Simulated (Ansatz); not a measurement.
Z-matrix (Å, degrees):
```
C
C 1 1.494
B 1 1.554 2 115.9
H 1 1.110 2 108.0 3 -109.9
H 1 1.094 2 112.1 3 133.9
N 2 1.263 1 127.7 3 -124.5
H 2 1.095 1 115.2 3 53.6
H 3 1.196 1 120.3 2 157.5
H 3 1.197 1 120.2 2 -26.4
H 6 1.023 2 110.8 1 -1.6
```

Total charge 0; spin multiplicity 1.

Q: List the CAM-B3LYP/def2-TZVPP orbital energies in eV (Ansatz). (Estimate.)

A: Computed: Occupied: -391.10, -280.17, -278.94, -186.15, -26.97, -22.56, -18.29, -15.92, -14.87, -14.27, -12.71, -12.22, -11.18, -10.04, -9.00. Lowest empty: -0.56, 1.20, 1.81, 2.37, 2.96, 3.08, 3.48, 4.39.
